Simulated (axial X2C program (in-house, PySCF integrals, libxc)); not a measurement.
Spin–orbit effects down a group: molecules with Sn (ions), CCSD

Computed with an in-house all-electron X2C program for linear molecules (integrals from PySCF), spin-free (one-electron X2C) or two-component (2c: spin–orbit coupling with atomic mean-field Coulomb and Gaunt terms, which also bring small scalar terms), in Dyall basis sets with cores contracted in-house; open shells are unrestricted.

Basis sets: Br dyall-cv3z, Cl dyall-av3z, F dyall-av3z, I dyall-cv3z, Sn dyall-cv3z. Frozen shells (counts by l): SnF⁺ Sn 4s3p2d, F 1s, 10 electrons correlated; SnCl⁺ Sn 4s3p2d, Cl 2s1p, 10 electrons correlated; SnBr⁺ Sn 4s3p2d, Br 3s2p1d, 10 electrons correlated; SnI⁺ I 4s3p2d, Sn 4s3p2d, 10 electrons correlated. Coupled cluster in natural virtuals with an MP2 remainder. Where the outer core of a metal is frozen, bonds come out longer and ionisation energies lower.

```csv
molecule,spin-free state,Re (Å),ωe (cm⁻¹),De (eV),2c state,Re 2c (Å),ωe 2c (cm⁻¹),De 2c (eV)
SnF⁺,"M_S = 0, Λ = 0",1.877,700.7,4.98,Ω = 0,1.878,700.4,4.66
SnCl⁺,"M_S = 0, Λ = 0",2.275,428.7,3.90,Ω = 0,2.275,428.3,3.56
SnBr⁺,?,?,?,?,?,?,?,?
SnI⁺,"M_S = 0, Λ = 0",2.611,242.4,3.15,Ω = 0,2.616,239.5,n/a
```

**Question.** Estimate the 2c Re and ωe of SnBr⁺ as the mean of its neighbours in the table.

**Answer.** Re ≈ 2.446 Å, ωe ≈ 333.9 cm⁻¹. The CCSD runs give the row below, so the estimate misses by 0.034 Å and 31.9 cm⁻¹.

```csv
molecule,spin-free state,Re (Å),ωe (cm⁻¹),De (eV),2c state,Re 2c (Å),ωe 2c (cm⁻¹),De 2c (eV)
SnBr⁺,"M_S = 0, Λ = 0",2.409,303.0,3.53,Ω = 0,2.411,302.0,3.09
```

Fragments in 2c: Sn+ + F, Sn+ + Cl, Sn+ + Br, I + Sn+. Each entry is the lowest single determinant of a limited PBE0 search at one distance. De goes to single-determinant-based atoms at the same level (for ions the charge split of lowest energy) and is withheld (n/a) where an atom does not fit its ground term or J level. Main or longest-lived isotopes.
